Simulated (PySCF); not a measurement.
Isomers of C5H11NP2, mass 147.037 u with the commonest isotopes. Level of theory: PBE0/pcSseg-1 in PySCF (dipole) on a GFN2-xTB geometry, gas phase. One conformer each, none proved a minimum here; rigid rotors.

Question: Order these by radius of gyration √(Σ m r²/M), smallest first.
A. `[CH3:1][P:2]([CH2:3][PH2:4])[CH2:5][CH2:6][C:7]#[N:8]` with C1–P2–C3–P4 -175°, P2–C3–P4–H -70° and -163°, C1–P2–C5–C6 -81°, P2–C5–C6–C7 180°
B. `[CH2:1]=[CH:2][CH2:3]/[P:4]=[P:5]/[N:6]([CH3:7])[CH3:8]` with C1–C2–C3–P4 108°, C2–C3–P4–P5 86°, P4–P5–N6–C7 -168°
C. `[CH3:1][CH2:2][C:3]1=[CH:4][P@:5]1([PH2:6])=[N:7][CH3:8]` with C1–C2–C3–C4 5°, C4–P5–P6–H 4° and -89°

Answer: C (2.312 Å), B (2.424 Å), A (2.530 Å).

Question: Order these by rotational constant C, largest first.
A. `[CH3:1][CH2:2][C:3]1=[CH:4][P@:5]1([PH2:6])=[N:7][CH3:8]` with C1–C2–C3–C4 5°, C4–P5–P6–H 4° and -89°
B. `[CH3:1][P:2]([CH2:3][PH2:4])[CH2:5][CH2:6][C:7]#[N:8]` with C1–P2–C3–P4 -175°, P2–C3–P4–H -70° and -163°, C1–P2–C5–C6 -81°, P2–C5–C6–C7 180°
C. `[CH2:1]=[CH:2][CH2:3]/[P:4]=[P:5]/[N:6]([CH3:7])[CH3:8]` with C1–C2–C3–P4 108°, C2–C3–P4–P5 86°, P4–P5–N6–C7 -168°

Answer: A (685.8 MHz), C (617.3 MHz), B (556.1 MHz).

Question: Order these by dipole moment, smallest first.
A. `[CH3:1][CH2:2][C:3]1=[CH:4][P@:5]1([PH2:6])=[N:7][CH3:8]` with C1–C2–C3–C4 5°, C4–P5–P6–H 4° and -89°
B. `[CH3:1][P:2]([CH2:3][PH2:4])[CH2:5][CH2:6][C:7]#[N:8]` with C1–P2–C3–P4 -175°, P2–C3–P4–H -70° and -163°, C1–P2–C5–C6 -81°, P2–C5–C6–C7 180°
C. `[CH2:1]=[CH:2][CH2:3]/[P:4]=[P:5]/[N:6]([CH3:7])[CH3:8]` with C1–C2–C3–P4 108°, C2–C3–P4–P5 86°, P4–P5–N6–C7 -168°

Answer: C (2.51 D), A (2.81 D), B (4.92 D).

```json
{"SMILES": "C=CC/P=P/N(C)C", "point group": "C1", "Ia (u·Å²)": "137.58", "Ib (u·Å²)": "771.98", "Ic (u·Å²)": "818.68", "κ": "-0.98", "μa (D)": "2.48", "μb (D)": "0.27", "μc (D)": "0.31"}
{"SMILES": "CCC1=C[P@]1(P)=NC", "point group": "C1", "Ia (u·Å²)": "227.18", "Ib (u·Å²)": "607.22", "Ic (u·Å²)": "736.94", "κ": "-0.81", "μa (D)": "1.48", "μb (D)": "2.38", "μc (D)": "0.25"}
{"SMILES": "CP(CP)CCC#N", "point group": "C1", "Ia (u·Å²)": "258.81", "Ib (u·Å²)": "715.28", "Ic (u·Å²)": "908.80", "κ": "-0.78", "μa (D)": "3.70", "μb (D)": "3.23", "μc (D)": "0.07"}
```
